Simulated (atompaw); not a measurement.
## Before and after: PAW (atompaw) potential for fluorine

* Element: fluorine
* Generator: atompaw 4.2.0.5
* Type: PAW
* Functional: PBE
* Relativity: scalar-relativistic
* Frozen core: [He]
* Valence charge: 7
* Reference configuration: 2s2 2p5
* Partial waves: 2s (bound): rc 1.65 bohr; 2s channel at -1.7 Ry: rc 1.65 bohr; 2p (bound): rc 1.65 bohr; 2p channel at 0.4 Ry: rc 1.65 bohr
* Local potential: bessel scheme, radius 1.35 bohr
* Core correction: smooth core density matched at 0.95 bohr
* Augmentation charge: besselshape compensation charge, radius 1.55 bohr; PAW radius 1.65 bohr; waves and projectors: custom rrkj gramschmidtortho

All-electron outer shells of the reference configuration (PBE, scalar-relativistic, ld1.x):

| shell | level (eV) | outermost node (bohr) | outermost maximum (bohr) |
| --- | --- | --- | --- |
| 1s | -663.37 | – | 0.11 |
| 2s | -29.90 | 0.24 | 0.76 |
| 2p | -11.11 | – | 0.71 |

Change: wave 2s (bound): rc 1.65 bohr becomes 2s (bound): rc 1.30 bohr.

Cutoffs: the cutoffs (Ry, on a coarse ladder) from which the occupation-weighted sum of valence levels, in a spherical-Bessel basis at the reference potential, stays within 10 and 1 mRy of its value at 400 Ry; they do not see the model core or the augmentation charge, which bear on the density cutoff.

Q: What does the change do?

A: The potential gets harder (25 Ry and 45 Ry → 30 Ry and 45 Ry); neither file shows a bound ghost.

| quantity | base | changed |
| --- | --- | --- |
| cutoff, loose | 25 Ry | 30 Ry |
| cutoff, tight | 45 Ry | 45 Ry |
| loose cutoff by channel (10 mRy a level) | s 15 Ry, p 21 Ry | s 25 Ry, p 21 Ry |
| bound ghosts | none | none |
| s: phases at 1.66 bohr within 0.05 rad from the reference energy up to (Ry; the scan ends near 5) | to the end of the scan | to the end of the scan |
| p: phases at 1.66 bohr within 0.05 rad from the reference energy up to (Ry; the scan ends near 5) | 4.5 | 4.5 |
| lowest overlap eigenvalue by channel | s 0.56, p 0.64 | s 0.26, p 0.64 |

 The cutoffs see the waves, projectors and local potential, not the compensation charge or the core.
